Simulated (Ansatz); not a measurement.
Process, species as SMILES: Br (HBr) → [Br-] + H+
B3LYP-D3(BJ)/def2-TZVP geometries, fixed; electronic energies without zero-point terms.
Largest species:
```
Br
H 1 1.4248
```

Basis-set convergence of the deprotonation energy at PBE with Ansatz (an electronic-structure program). Cartesian d functions, on some or all atoms, in 6-31G, 6-31G*, 6-31G**; all else is spherical. The program fits the integrals of some runs and decomposes those of others, by size. No added dispersion term, no relativity. Functions are those of the species that has most. Reference: the value in aug-cc-pV5Z, 326.36 kcal/mol, itself unsure by roughly 0.11 kcal/mol (its mean distance from aug-pcseg-3, aug-cc-pVQZ, def2-QZVPPD). Deviations are taken from unrounded values.

| basis | functions | deprotonation energy (kcal/mol) | minus reference (kcal/mol) |
|---|---|---|---|
| pcseg-0 | 24 | 336.91 | 10.55 |
| 6-31G | 31 | 322.79 | -3.58 |
| cc-pVDZ | 32 | 339.69 | 13.33 |
| 6-31G* | 37 | 329.23 | 2.87 |
| 6-31G** | 40 | 331.49 | 5.13 |
| aug-cc-pVDZ | 45 | 323.99 | -2.37 |
| aug-pcseg-1 | 45 | 322.11 | -4.25 |
| 6-311G** | 50 | 330.39 | 4.03 |
| cc-pVTZ | 57 | 330.62 | 4.25 |
| pcseg-2 | 57 | 329.54 | 3.17 |
| def2-TZVPD | 66 | 325.72 | -0.65 |
| aug-pcseg-2 | 82 | 325.89 | -0.47 |
| cc-pVQZ | 98 | 328.23 | 1.86 |
| def2-QZVP | 105 | 328.71 | 2.35 |
| aug-cc-pVQZ | 139 | 326.25 | -0.12 |
| aug-pcseg-3 | 142 | 326.20 | -0.16 |
| pcseg-4 | 172 | 326.77 | 0.40 |
| aug-cc-pV5Z | 220 | 326.36 | 0.00 |
